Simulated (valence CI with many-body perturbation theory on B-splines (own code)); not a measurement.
**E1 transitions of Fe XX**

Method: valence CI with perturbative core correlation (CI+MBPT): five valence electrons over a frozen Dirac-Fock core [He], a basis of 11 s, 11 p, 10 d, 8 f, 5 g, 2 h functions for each j, with the one-electron correlation potential Σ1 (screened to all orders), the two-electron term Σ2, the three-electron term Σ3, Breit, model QED; selected single and double excitations, second order for the rest, scaled by the run's own slope (own B-spline code, finite nucleus).

No measured spectrum was set against this ion. As an estimate, levels of excited configurations hold to 0.05 to 0.15 % of their energy, terms of the ground configuration to about 0.5 %. Among the levels kept, up to 5400 cm⁻¹ of a level comes from second order outside the variational space, and about a tenth of that is noise between levels of different J, which matters for small intervals.

Lines 101 to 150 of 596 in falling wavelength, among levels below 1093.6 eV, chosen from the strongest by gf and those to the six lowest levels. Wavelengths and rates use the calculated energies, so an error of 700 cm⁻¹ moves a line at 391.1 Å by 0.27 % and its rate by three times that or more. Electric multipoles are in the length gauge, E1 and E2 with the static RPA response of the core. Weak lines are less certain than strong ones. Lines between different terms over intervals too small for the method are left out, as are lines whose strength nearly cancels. The highest levels of a list are the least certain.

Names give the largest LS component (configuration and term), which can be under half, so a name can repeat, a term be missing and a line seem to break the LS rules; names also repeat where a configuration has a term twice. Letters in brackets count levels of one name in rising energy.

| λ vac (Å) | Upper | Lower | A (s⁻¹) | log gf | Branch % |
| --- | --- | --- | --- | --- | --- |
| 391.1 | 2s2p³3d ⁴F°_5/2 [a] | 2s2p³3p ⁴D_3/2 [a] | 1.18e+09 | -0.79 | 0.1 |
| 390.9 | 2s2p³3d ⁶D°_1/2 | 2s2p³3p ⁶P_3/2 | 3.09e+09 | -0.85 | 3.1 |
| 390.5 | 2s2p³3d ⁶D°_3/2 | 2s2p³3p ⁶P_3/2 | 2.19e+09 | -0.70 | 1.9 |
| 390.3 | 2s2p³3d ⁴P°_5/2 [b] | 2s2p³3p ⁴S_3/2 | 1.86e+09 | -0.59 | 0.1 |
| 390.2 | 2s2p³3d ⁴F°_5/2 [b] | 2s2p³3p ⁴D_3/2 [b] | 2.44e+09 | -0.48 | 0.1 |
| 390.1 | 2s2p³3d ⁶D°_5/2 | 2s2p³3p ⁶P_3/2 | 8.41e+08 | -0.94 | 0.2 |
| 389.7 | 2s2p³3p ²D_3/2 [a] | 2s2p³3s ²D°_3/2 [a] | 1.89e+09 | -0.76 | 0.0 |
| 389.5 | 2s²2p²3d ²D_5/2 [d] | 2s²2p²3p ²P°_3/2 [c] | 2.80e+09 | -0.42 | 0.0 |
| 389.3 | 2s²2p²3p ²D°_5/2 [b] | 2s²2p²3s ²D_3/2 | 6.34e+08 | -1.06 | 1.1 |
| 389.0 | 2s²2p²3d ²F_5/2 | 2s²2p²3p ²D°_3/2 [a] | 2.34e+09 | -0.50 | 0.0 |
| 388.6 | 2s²2p²3d ⁴P_5/2 | 2s²2p²3p ⁴S°_3/2 | 8.23e+08 | -0.95 | 0.0 |
| 387.9 | 2s2p³3d ⁴D°_7/2 [b] | 2s2p³3p ²F_5/2 [a] | 1.53e+09 | -0.56 | 0.0 |
| 387.9 | 2s²2p²3p ²D°_5/2 [a] | 2s²2p²3s ²P_3/2 | 2.17e+09 | -0.53 | 5.0 |
| 387.3 | 2s2p³3p ⁴P_1/2 [c] | 2s2p³3s ⁴P°_3/2 | 2.70e+09 | -0.91 | 0.1 |
| 387.3 | 2s2p³3d ²D°_3/2 [c] | 2s2p³3p ⁴P_3/2 [c] | 9.05e+08 | -1.09 | 0.0 |
| 386.8 | 2s²2p²3d ⁴F_5/2 [a] | 2s²2p²3p ⁴D°_3/2 [a] | 2.87e+09 | -0.41 | 0.1 |
| 386.2 | 2s2p³3d ²F°_7/2 [a] | 2s2p³3p ²D_5/2 [a] | 2.07e+09 | -0.43 | 0.0 |
| 385.2 | 2s²2p²3p ²P°_3/2 [c] | 2s²2p²3s ²S_1/2 | 3.17e+09 | -0.55 | 2.8 |
| 384.6 | 2s²2p²3d ⁴F_5/2 [b] | 2s²2p²3p ⁴D°_5/2 | 6.41e+08 | -1.07 | 0.0 |
| 384.4 | 2s2p³3d ⁴P°_3/2 [c] | 2s2p³3p ⁴S_3/2 | 1.21e+09 | -0.97 | 0.0 |
| 383.8 | 2s2p³3d ²G°_9/2 [a] | 2s2p³3p ²F_7/2 [a] | 2.89e+09 | -0.19 | 17.7 |
| 383.4 | 2s²2p²3p ⁴S°_3/2 | 2s²2p²3s ⁴P_5/2 | 2.58e+09 | -0.64 | 0.7 |
| 382.4 | 2s²2p²3d ²D_3/2 [b] | 2s²2p²3p ²D°_3/2 [b] | 1.41e+09 | -0.91 | 0.0 |
| 381.9 | 2s2p³3d ²F°_7/2 [b] | 2s2p³3p ²D_5/2 [b] | 2.69e+09 | -0.33 | 0.0 |
| 381.8 | 2s2p³3d ²D°_5/2 [c] | 2s2p³3p ²P_3/2 [c] | 1.55e+09 | -0.69 | 0.0 |
| 381.5 | 2s2p³3d ²D°_3/2 [b] | 2s2p³3p ²P_1/2 [b] | 1.10e+09 | -1.02 | 0.0 |
| 381.4 | 2s2p³3d ²F°_5/2 [a] | 2s2p³3p ²D_5/2 [a] | 1.31e+09 | -0.77 | 0.0 |
| 381.3 | 2s2p³3p ²D_5/2 [a] | 2s2p³3s ²D°_5/2 [a] | 3.29e+09 | -0.37 | 0.1 |
| 381.2 | 2s2p³3d ⁴G°_5/2 | 2s2p³3p ⁴F_3/2 | 2.52e+09 | -0.48 | 0.5 |
| 380.9 | 2s2p³3d ²G°_7/2 [b] | 2s2p³3p ²F_5/2 [b] | 3.12e+09 | -0.27 | 3.7 |
| 380.7 | 2s²2p²3d ²F_7/2 [a] | 2s²2p²3p ²D°_5/2 [a] | 2.69e+09 | -0.33 | 0.0 |
| 379.8 | 2s2p³3d ⁴D°_5/2 [d] | 2s2p³3p ⁴P_3/2 [d] | 1.97e+09 | -0.59 | 0.0 |
| 379.8 | 2s2p³3d ²F°_7/2 [c] | 2s2p³3p ²F_7/2 [b] | 9.19e+08 | -0.80 | 0.0 |
| 379.5 | 2s2p³3d ⁴D°_3/2 [c] | 2s2p³3p ²P_1/2 [c] | 1.52e+09 | -0.88 | 0.0 |
| 378.3 | 2s²2p²3d ²D_3/2 [a] | 2s²2p²3p ²P°_1/2 [a] | 1.29e+09 | -0.96 | 0.0 |
| 378.1 | 2s2p³3p ²D_5/2 [c] | 2s2p³3s ²D°_5/2 [b] | 3.17e+09 | -0.39 | 0.7 |
| 377.2 | 2s²2p²3d ²D_5/2 [b] | 2s²2p²3p ²D°_3/2 [b] | 1.03e+09 | -0.88 | 0.0 |
| 376.7 | 2s²2p²3p ²P°_1/2 [b] | 2s²2p²3s ²D_3/2 | 2.48e+09 | -0.98 | 1.6 |
| 375.4 | 2s2p³3d ⁴D°_3/2 [c] | 2s2p³3p ⁴P_3/2 [d] | 1.14e+09 | -1.02 | 0.0 |
| 374.5 | 2s²2p²3p ²D°_5/2 [b] | 2s²2p²3s ²D_5/2 | 2.61e+09 | -0.48 | 4.5 |
| 373.7 | 2s2p³3d ²G°_7/2 [a] | 2s2p³3p ²F_5/2 [a] | 1.79e+09 | -0.52 | 0.0 |
| 373.6 | 2s²2p²3d ²F_7/2 [b] | 2s²2p²3p ²D°_5/2 [b] | 2.47e+09 | -0.38 | 0.0 |
| 373.0 | 2s2p³3d ²F°_5/2 [b] | 2s2p³3p ²D_3/2 [b] | 2.52e+09 | -0.50 | 0.1 |
| 372.6 | 2s2p³3d ⁴F°_3/2 [b] | 2s2p³3p ⁴D_1/2 [b] | 2.39e+09 | -0.70 | 0.1 |
| 372.5 | 2s2p³3p ⁴P_5/2 [c] | 2s2p³3s ⁴P°_3/2 | 1.33e+09 | -0.78 | 0.1 |
| 372.5 | 2s²2p²3d ⁴D_7/2 | 2s²2p²3p ⁴P°_5/2 | 2.30e+09 | -0.42 | 72.2 |
| 372.5 | 2s2p³3d ⁴D°_7/2 [c] | 2s2p³3p ⁴D_7/2 [b] | 1.21e+09 | -0.70 | 0.0 |
| 371.8 | 2s²2p²3d ⁴P_3/2 | 2s²2p²3p ⁴S°_3/2 | 1.74e+09 | -0.84 | 0.0 |
| 371.4 | 2s2p³3d ⁴D°_7/2 [b] | 2s2p³3p ⁴D_7/2 [a] | 8.22e+08 | -0.87 | 0.0 |
| 370.5 | 2s2p³3d ⁴D°_3/2 [a] | 2s2p³3p ⁴P_1/2 [a] | 1.56e+09 | -0.89 | 0.0 |

(1) How does gf follow from A for the line at 374.5 Å?

Results:

(1) gf = 1.4992 × (2J+1)_upper × A / σ², with σ = 266989 cm⁻¹ and 2J+1 = 6: gf = 0.330.
